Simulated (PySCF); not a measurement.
Compound: ZnMeI, CH₃IZn (singlet state).
SMILES: `[CH3][Zn][I]`

Computed, not measured: TDDFT PBE0/def2-SVPD, vertical, gas phase, core orbitals frozen in the response, def2 core potentials past Kr in PySCF 2.14.0, density-fitted response routines. Isolated species at its PBE0-D3(BJ)/def2-SVP geometry, gas phase. Spin–orbit coupling is left out.

Broadening: Gaussians 0.5 eV wide at half height, area fixed by f = 4.319×10⁻⁹ ∫ε dν̃. The width is an assumption, not a result. The curve ends short of the highest state used, and states not computed would add to its high-energy end.

```csv
E (eV),ε (L mol⁻¹ cm⁻¹)
4.76,7
4.81,16
4.86,33
4.90,58
4.95,112
5.00,203
5.05,348
5.09,515
5.14,800
5.19,1176
5.24,1635
5.28,2045
5.33,2573
5.38,3063
5.43,3450
5.47,3646
5.52,3717
5.57,3586
5.62,3275
5.66,2928
5.71,2427
5.76,1910
5.81,1436
5.85,1112
5.90,795
5.95,577
6.00,449
6.04,402
6.09,400
6.14,449
6.19,547
6.23,665
6.28,884
6.33,1230
6.38,1791
6.42,2484
6.47,3807
6.52,5846
6.57,8833
6.61,12032
6.66,17102
6.71,23245
6.76,30089
6.80,35648
6.85,42022
6.90,46955
6.95,49715
6.99,50057
7.04,48109
7.09,43855
7.14,37972
7.18,32663
7.23,25985
7.28,19910
7.33,14905
7.37,11822
```

**Question.** Where are the band maxima, and which computed states make them?

**Answer.** 225 nm (5.51 eV), ε about 3700, made up of S1 (50%) and S2 (50%); 178 nm (6.98 eV), ε about 50000, made up of S9 (99%) (ε in L mol⁻¹ cm⁻¹; maxima over ε = 5, shares over 10%). The states used: S1 5.51 eV (f 0.034); S2 5.51 eV (f 0.035); S3 5.90 eV (f 0.0001); S4 5.92 eV (f 0.0001); S5 5.92 eV (f 0.0000); S6 6.22 eV (f 0.0042); S7 6.52 eV (f 0.0077); S8 6.52 eV (f 0.0075); S9 6.98 eV (f 0.923); S10 7.39 eV (f 0.017); S11 7.39 eV (f 0.017); S12 7.82 eV (f 0.092); S13 7.82 eV (f 0.092); S14 7.97 eV (f 0.0000); S15 7.97 eV (f 0.0000).

**Question.** On this curve, what absorbance would a 10⁻⁵ mol/L sample give at 254 nm over a 1 cm path?

**Answer.** 254 nm is 4.881 eV, where ε is about 45 L mol⁻¹ cm⁻¹, so A = ε c l ≈ 0.00045 (Beer–Lambert, with the gas-phase spectrum and the assumed width).

**Question.** Coming from long wavelengths, where does ε first pass 100 L mol⁻¹ cm⁻¹?

**Answer.** At about 251 nm (4.94 eV), 0.57 eV below S1.

**Question.** What would ε be at 6.98 eV, the highest of these maxima, with half the width (0.25 eV)?

**Answer.** About 99500 L mol⁻¹ cm⁻¹ against 50100, a factor of about 1.98; a lone state at its own centre would give exactly 2.

All these states lie below the vertical ionisation energy of 9.80 eV (ΔSCF).
